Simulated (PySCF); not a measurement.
**Two-component Hartree-Fock for Mn⁺ (manganese, charge +1)**

Start: [Ar] 3d5 4s1; 3d5/2 filled at m_j = -3/2, -1/2, +1/2, +3/2, +5/2; 4s1/2 filled at m_j = +1/2. Calculated with PySCF 2.14 in x2c-TZVPall-2c: generalised Hartree-Fock with the X2C-1e Hamiltonian and a Gaussian nucleus; one run each with spin-orbit coupling (SO) switched off, then screened by Boettger's factors. This is a chosen level, not necessarily the ground level.

```
spinor shell  electrons  ε, spin-free (eV)  ε, screened SO (eV)  weight of nominal j (screened SO)  rms radius, screened SO (bohr)
       1s1/2          2            -6606.5              -6606.4                              1.000                          0.0703
       2s1/2          2            -811.47              -811.46                              1.000                           0.302
       2p1/2          2            -685.07              -692.53                              0.978                           0.271
       2p3/2          4            -685.07              -681.41                              0.989                           0.274
       3s1/2          2            -113.57              -113.57                              1.000                           0.915
       3p1/2          2            -75.757              -76.220                              0.664                           0.984
       3d5/2          5            -25.146              -25.146                              0.593                            1.28
       4s1/2          1            -14.975              -14.975                              1.000                            3.07
```

(1) Where does 3p3/2 lie, and what is the 3p spin-orbit splitting (screened SO)?

```json
{"quantity": "E (hartree)", "spin-free": "-1157.14479", "screened SO": "-1157.16013"}
{"quantity": "M_J", "spin-free": "3", "screened SO": "3"}
{"quantity": "⟨J²⟩", "spin-free": "12.000", "screened SO": "12.000"}
{"quantity": "⟨L²⟩", "spin-free": "0.000", "screened SO": "0.001"}
{"quantity": "⟨S²⟩", "spin-free": "12.000", "screened SO": "11.999"}
```

Each row is a mean over spinors that exchange with the open shell spreads, by up to 14.092 eV (3p3/2).

Rows whose weight is well below 1 are mixtures of j = l ± 1/2: exchange outweighs spin-orbit coupling there, and the label is only the starting occupation.

Without spin-orbit coupling the j labels of p, d and f shells carry no meaning; the spin-free column gives the mean over the occupied spinors of each nl shell.

Results:

(1) At -75.535 eV, 0.685 eV above 3p1/2.
